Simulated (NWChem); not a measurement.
System: CH$_{4}$Al, doublet; SMILES [CH3][AlH]

Parts of the log:

```
             Northwest Computational Chemistry Package (NWChem) 7.3.0
             --------------------------------------------------------

                             Geometry "geometry" -> ""
                             -------------------------

 Output coordinates in angstroms (scale by  1.889725989 to convert to a.u.)

  No.       Tag          Charge          X              Y              Z
 ---- ---------------- ---------- -------------- -------------- --------------
    1 Al                  13.0000    -0.02556000     0.74465500     0.42023200
    2 C                    6.0000    -0.00635400    -1.19472400     0.07339100
    3 H                    1.0000     0.23417200    -1.37513700    -0.98972600
    4 H                    1.0000    -1.01585200    -1.60922300     0.24560700
    5 H                    1.0000     0.70802100    -1.76126300     0.68860400
    6 H                    1.0000    -1.04951300     1.64869600    -0.43676400

 Effective nuclear repulsion energy (a.u.)      44.2217328606

                              NWChem Property Module
                              ----------------------

  itol2e modified to match energy
  convergence criterion.

                                 NWChem DFT Module
                                 -----------------

 Summary of "ao basis" -> "ao basis" (spherical)
 ------------------------------------------------------------------------------
       Tag                 Description            Shells   Functions and Types
 ---------------- ------------------------------  ------  ---------------------
 Al                        def2-tzvp                13       37   5s5p2d1f
 C                         def2-tzvp                11       31   5s3p2d1f
 H                         def2-tzvp                 4        6   3s1p

  itol2e modified to match energy
  convergence criterion.

            General Information
            -------------------
          SCF calculation type: DFT
          Wavefunction type:  spin polarized.
          No. of atoms     :     6
          No. of electrons :    23
           Alpha electrons :    12
            Beta electrons :    11
          Charge           :     0
          Spin multiplicity:     2
          Use of symmetry is: off; symmetry adaption is: off
          Maximum number of iterations: 150
          AO basis - number of functions:    92
                     number of shells:    40
          Convergence on energy requested:  1.00D-07
          Convergence on density requested:  1.00D-05
          Convergence on gradient requested:  5.00D-04

              XC Information
              --------------
                         PBE0 Method XC Functional
                     Hartree-Fock (Exact) Exchange  0.250
          PerdewBurkeErnzerhof Exchange Functional  0.750
            Perdew 1991 LDA Correlation Functional  1.000 local
           PerdewBurkeErnz. Correlation Functional  1.000 non-local

             Grid Information
             ----------------
          Grid used for XC integration:  fine
          Radial quadrature: Mura-Knowles
          Angular quadrature: Lebedev.
          Tag              B.-S. Rad. Rad. Pts. Rad. Cut. Ang. Pts.
          ---              ---------- --------- --------- ---------
          Al                  1.25      123          10.0       770
          C                   0.70       70          10.0       590
          H                   0.35       60          11.0       590
          Grid pruning is: on
          Number of quadrature shells:   433
          Spatial weights used:  Erf1

      Superposition of Atomic Density Guess
      -------------------------------------

 Sum of atomic energies:        -281.54538888

      Non-variational initial energy
      ------------------------------

 Total energy =    -282.183679
 1-e energy   =    -476.399624
 2-e energy   =     149.994213
 HOMO         =      -0.107845
 LUMO         =      -0.003566

   convergence    iter        energy       DeltaE   RMS-Dens  Diis-err
 ---------------- ----- ----------------- --------- --------- ---------
 d= 0,ls=0.0,diis     1   -282.7105680845 -3.27D+02  5.80D-03  8.30D-02
                                                     2.09D-03  7.71D-02
 d= 0,ls=0.0,diis     2   -282.7285463336 -1.80D-02  1.43D-03  2.03D-02
                                                     1.41D-03  2.05D-02
 d= 0,ls=0.0,diis     3   -282.7351158803 -6.57D-03  6.28D-04  1.05D-02
                                                     4.97D-04  1.00D-02
 d= 0,ls=0.0,diis     4   -282.7405293100 -5.41D-03  2.17D-04  3.80D-05
                                                     4.51D-05  1.60D-05
 d= 0,ls=0.0,diis     5   -282.7405641995 -3.49D-05  5.02D-05  4.33D-06
                                                     3.49D-05  5.67D-06
  Resetting Diis
 d= 0,ls=0.0,diis     6   -282.7405698670 -5.67D-06  2.48D-05  4.14D-07
                                                     1.30D-05  5.07D-07
 d= 0,ls=0.0,diis     7   -282.7405706778 -8.11D-07  4.01D-06  3.75D-08
                                                     2.82D-06  2.58D-08
 d= 0,ls=0.0,diis     8   -282.7405707421 -6.43D-08  2.18D-06  5.27D-09
                                                     2.10D-06  6.12D-09

         Total DFT energy =     -282.740570742054
      One electron energy =     -478.407448451670
           Coulomb energy =      176.806713184609
    Exchange-Corr. energy =      -25.361568335643
 Nuclear repulsion energy =       44.221732860650

 Numeric. integr. density =       22.999999655841

                    DFT Final Alpha Molecular Orbital Analysis
                    ------------------------------------------

 Vector   10  Occ=1.000000D+00  E=-3.984896D-01
              MO Center= -2.2D-01,  1.4D-01,  1.1D-01, r^2= 3.1D+00
   Bfn.  Coefficient  Atom+Function         Bfn.  Coefficient  Atom+Function
  ----- ------------  ---------------      ----- ------------  ---------------
     4      0.476340  1 Al s                  3     -0.256953  1 Al s
     5      0.181244  1 Al s                 88      0.158062  6 H  s
    45      0.136407  2 C  pz                44      0.118798  2 C  py
    43      0.112012  2 C  px                48      0.109329  2 C  pz
    47      0.105763  2 C  py                70     -0.099782  3 H  s

 Vector   11  Occ=1.000000D+00  E=-3.032587D-01
              MO Center= -3.5D-01,  1.6D-01, -1.3D-02, r^2= 3.1D+00
   Bfn.  Coefficient  Atom+Function         Bfn.  Coefficient  Atom+Function
  ----- ------------  ---------------      ----- ------------  ---------------
    44     -0.262820  2 C  py                16      0.260767  1 Al py
    47     -0.224697  2 C  py                88      0.225067  6 H  s
    89      0.172686  6 H  s                 50     -0.147250  2 C  py
    87      0.129627  6 H  s                 15     -0.112134  1 Al px
    19      0.081339  1 Al py                 7     -0.078069  1 Al py

 Vector   12  Occ=1.000000D+00  E=-1.939070D-01
              MO Center=  2.8D-01,  9.3D-01,  7.6D-01, r^2= 3.1D+00
   Bfn.  Coefficient  Atom+Function         Bfn.  Coefficient  Atom+Function
  ----- ------------  ---------------      ----- ------------  ---------------
     5      0.474687  1 Al s                  4      0.314520  1 Al s
    17      0.281034  1 Al pz                15      0.245224  1 Al px
    20      0.221973  1 Al pz                18      0.200449  1 Al px
    16      0.185672  1 Al py                42     -0.175160  2 C  s
    89     -0.172837  6 H  s                  3     -0.154046  1 Al s

 Vector   13  Occ=0.000000D+00  E=-6.116616D-02
              MO Center=  2.9D-02,  8.5D-01,  5.0D-01, r^2= 4.0D+00
   Bfn.  Coefficient  Atom+Function         Bfn.  Coefficient  Atom+Function
  ----- ------------  ---------------      ----- ------------  ---------------
    18      0.489601  1 Al px                20     -0.487871  1 Al pz
    15      0.307812  1 Al px                17     -0.306755  1 Al pz
    71     -0.131415  3 H  s                 77      0.130769  4 H  s
    19      0.091868  1 Al py                 6     -0.073998  1 Al px
     8      0.073745  1 Al pz                 9     -0.062044  1 Al px

 Vector   14  Occ=0.000000D+00  E= 2.187972D-02
              MO Center= -5.7D-02,  5.3D-02,  2.6D-01, r^2= 7.7D+00
   Bfn.  Coefficient  Atom+Function         Bfn.  Coefficient  Atom+Function
  ----- ------------  ---------------      ----- ------------  ---------------
    42      3.167167  2 C  s                  5     -1.558202  1 Al s
    19      1.508312  1 Al py                71     -0.623104  3 H  s
    77     -0.622484  4 H  s                 83     -0.573279  5 H  s
    50      0.458555  2 C  py                16      0.303618  1 Al py
    20      0.272955  1 Al pz                40      0.227080  2 C  s

 Vector   15  Occ=0.000000D+00  E= 6.759044D-02
              MO Center=  7.2D-02,  7.2D-01,  5.1D-01, r^2= 6.2D+00
   Bfn.  Coefficient  Atom+Function         Bfn.  Coefficient  Atom+Function
  ----- ------------  ---------------      ----- ------------  ---------------
    89      1.526097  6 H  s                  5     -1.114744  1 Al s
    18      1.024189  1 Al px                20      0.886671  1 Al pz
    19     -0.759770  1 Al py                42      0.678914  2 C  s
    71     -0.523737  3 H  s                 77     -0.511690  4 H  s
    51     -0.395232  2 C  pz                49     -0.391801  2 C  px

                     DFT Final Beta Molecular Orbital Analysis
                     -----------------------------------------

[...]

          -----------------------
          Electric field gradient
          -----------------------

 1 a.u. = 0.324123 10**(16) esu/cm**3  ( or statvolts/cm**2 ) = 0.97174 10**(22) v/m**2

 ------------------------------------------------------------
   Atom      X         Y         Z
 ------------------------------------------------------------
    1 Al  -0.04830   1.40719   0.79412
 ------------------------------------------------------------

 Electric field gradient in molecular frame (a.u.)
         XX             YY             ZZ             XY             XZ             YZ
 ------------------------------------------------------------------------------------------
       -0.408013       0.866667      -0.458654      -0.349575       0.795302       0.051256

 Principal components (a.u.) and orientation
 of principal axis w.r.t. absolute frame                      Asymmetry parameter eta
 --------------------------------------------------------------------------------------
       -1.266302       0.977635       0.288668                       0.544078

       -0.702111      -0.318424       0.636904
       -0.131885       0.937120       0.323130
        0.699748      -0.142875       0.699957

 ------------------------------------------------------------
   Atom      X         Y         Z
 ------------------------------------------------------------
    2 C   -0.01201  -2.25770   0.13869
 ------------------------------------------------------------

 Electric field gradient in molecular frame (a.u.)
         XX             YY             ZZ             XY             XZ             YZ
 ------------------------------------------------------------------------------------------
       -0.064452       0.124296      -0.059844      -0.007971       0.018555       0.031577

 Principal components (a.u.) and orientation
 of principal axis w.r.t. absolute frame                      Asymmetry parameter eta
 --------------------------------------------------------------------------------------
        0.129681      -0.084450      -0.045231                       0.302421

       -0.025028      -0.702066       0.711672
        0.986488      -0.132644      -0.096161
        0.161910       0.699649       0.695900

 ------------------------------------------------------------
   Atom      X         Y         Z
 ------------------------------------------------------------
    3 H    0.44252  -2.59863  -1.87031
 ------------------------------------------------------------

 Electric field gradient in molecular frame (a.u.)
         XX             YY             ZZ             XY             XZ             YZ
 ------------------------------------------------------------------------------------------
        0.117604       0.140626      -0.258230       0.015493       0.090375      -0.063205

 Principal components (a.u.) and orientation
 of principal axis w.r.t. absolute frame                      Asymmetry parameter eta
 --------------------------------------------------------------------------------------
       -0.288695       0.150576       0.138119                       0.043151

       -0.220118       0.115284       0.968637
        0.149849       0.985202      -0.083203
        0.963895      -0.126835       0.234136

 ------------------------------------------------------------
   Atom      X         Y         Z
 ------------------------------------------------------------
    4 H   -1.91968  -3.04099   0.46413
 ------------------------------------------------------------

 Electric field gradient in molecular frame (a.u.)
         XX             YY             ZZ             XY             XZ             YZ
 ------------------------------------------------------------------------------------------
       -0.220284       0.092134       0.128151      -0.145672       0.061836       0.028186

 Principal components (a.u.) and orientation
 of principal axis w.r.t. absolute frame                      Asymmetry parameter eta
 --------------------------------------------------------------------------------------
       -0.288716       0.150601       0.138115                       0.043249

        0.917844      -0.307349       0.251194
        0.362961       0.906025      -0.217664
       -0.160689       0.290956       0.943146

 ------------------------------------------------------------
   Atom      X         Y         Z
 ------------------------------------------------------------
    5 H    1.33797  -3.32830   1.30127
 ------------------------------------------------------------

 Electric field gradient in molecular frame (a.u.)
         XX             YY             ZZ             XY             XZ             YZ
 ------------------------------------------------------------------------------------------
       -0.043544       0.038796       0.004749       0.146394      -0.157241       0.129028

 Principal components (a.u.) and orientation
 of principal axis w.r.t. absolute frame                      Asymmetry parameter eta
 --------------------------------------------------------------------------------------
       -0.293175       0.153834       0.139341                       0.049435

        0.652256       0.278443      -0.705005
       -0.506738       0.851877      -0.132374
        0.563718       0.443594       0.696739

 ------------------------------------------------------------
   Atom      X         Y         Z
 ------------------------------------------------------------
    6 H   -1.98329   3.11558  -0.82536
 ------------------------------------------------------------

 Electric field gradient in molecular frame (a.u.)
         XX             YY             ZZ             XY             XZ             YZ
 ------------------------------------------------------------------------------------------
       -0.011274       0.003126       0.008148       0.056578      -0.048387       0.048391

 Principal components (a.u.) and orientation
 of principal axis w.r.t. absolute frame                      Asymmetry parameter eta
 --------------------------------------------------------------------------------------
       -0.103085       0.055508       0.047578                       0.076927

        0.629636       0.332585      -0.702101
       -0.573950       0.808204      -0.131866
        0.523584       0.485998       0.699761
```

Level: PBE0/def2-TZVP, spin-unrestricted. Geometry: optimised at PBE0/def2-SVP, spin-unrestricted. This spin state was assumed; another may lie lower. No stability test was run on the SCF state. NWChem prints the field gradient with the sign opposite to the second derivative of the potential.

Which NWChem input produces such a log?

Several could match; the one computed here: the input that was run:
```
start job
memory heap 200 mb stack 900 mb global 1100 mb
geometry units angstroms noautosym nocenter noautoz
  Al    -0.025560     0.744655     0.420232
  C     -0.006354    -1.194724     0.073391
  H      0.234172    -1.375137    -0.989726
  H     -1.015852    -1.609223     0.245607
  H      0.708021    -1.761263     0.688604
  H     -1.049513     1.648696    -0.436764
end
basis spherical
  Al library def2-tzvp
  C library def2-tzvp
  H library def2-tzvp
end
dft
  odft
  mult 2
  xc pbe0
  iterations 150
end
property
  efieldgrad
end
task dft property
```
